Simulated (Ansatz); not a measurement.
Reactions of CH4FGeNS (`[F][GeH]1[NH][CH]1S`).

Program: Ansatz. Geometries: PBE0-D4/def2-TZVP. ΔE: electronic, gas phase. CCSD(T)/CBS adds triple-zeta CCSD(T) − MP2 to the extrapolated MP2 energy (def2 sets, frozen cores). This one scheme is used for every species, atoms too. DFT in def2-TZVPP. B3LYP here is the variant with VWN-RPA as its local correlation; programs differ in this. Open shells (•) are unrestricted, without spin–orbit coupling. Spin–orbit coupling would lower the free atoms: a little for C, F, S; clearly for Ge. Bonds to Ge are less sure, by a few kJ/mol each and by 10 to 20 or more in all where they break to atoms, as the def2 sets lack core-valence functions. Scalar relativity is left out up to krypton. Each species was taken in one conformer, which may not be the lowest.

```json
{"reaction": "`[F][Ge@H]1[NH][C@@H]1S` + H₂ → `S[CH]1[NH][GeH2]1` + H–F", "CCSD(T)/CBS(def2) (kcal/mol)": "4.9"}
{"reaction": "`[F][Ge@H]1[NH][C@@H]1S` + H₂ → `[F][GeH]1[CH2][NH]1` + H₂S", "CCSD(T)/CBS(def2) (kcal/mol)": "-15.7"}
{"reaction": "`[F][Ge@H]1[NH][C@@H]1S` + H–F → `F[C@@H]1[NH][Ge@@H]1[F]` + H₂S", "CCSD(T)/CBS(def2) (kcal/mol)": "8.5"}
{"reaction": "`[F][Ge@H]1[NH][C@@H]1S` → C• + F• + Ge• + 4 H• + N• + S•", "CCSD(T)/CBS(def2) (kcal/mol)": "?"}
{"reaction": "`[F][Ge@H]1[NH][C@@H]1S` → `[F][GeH]1[NH]C[S]1`", "CCSD(T)/CBS(def2) (kcal/mol)": "-45.7"}
```

**Question.** Fill in the missing values. (An estimate is asked.)

**Answer.** Computed: `[F][Ge@H]1[NH][C@@H]1S` → C• + F• + Ge• + 4 H• + N• + S•: +704.9 kcal/mol.

Largest T1 diagnostic: 0.013, for `F[C@@H]1[NH][Ge@@H]1[F]`.
